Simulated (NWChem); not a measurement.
Species: C2H4BFO; SMILES B(O)(C=C)F

```xyz
9

B      0.0148    -0.5395    -0.0296
F      0.8158    -1.6014     0.0138
C      0.6585     0.8864    -0.0890
C     -0.0231     2.0277     0.0684
H      1.7419     0.9533    -0.2466
H      0.4557     3.0120     0.0380
H     -1.1061     2.0424     0.2482
O     -1.3107    -0.7931    -0.0174
H     -1.8492     0.0002    -0.0860
```
Atoms are numbered in this order, from 1.

All runs: NWChem. Pople sets run with spherical d functions. STO-3G and 3-21G are far too small for this property and stand as cheap habits. Geometry: optimised at PBE0/def2-SVP. GIAO values for the isolated, static molecule; σ is the absolute isotropic shielding, δ = σ(reference) − σ with the isolated reference molecule computed at the same levels (11B: boron trifluoride, 13C: tetramethylsilane, 1H: tetramethylsilane, 17O: water).

For level Hartree-Fock/STO-3G:

```
Property    Result
----------  ------
δ B1 (ppm)    16.5
δ C3 (ppm)   122.4
δ C4 (ppm)   126.1
δ H5 (ppm)    6.52
δ H7 (ppm)    5.77
δ O8 (ppm)    40.8
```

Q: How do the values read with level B3LYP/6-311G** instead?

A: 
- δ B1 (ppm) = 15.0
- δ C3 (ppm) = 137.7
- δ C4 (ppm) = 140.8
- δ H5 (ppm) = 6.06
- δ H7 (ppm) = 5.96
- δ O8 (ppm) = 121.3
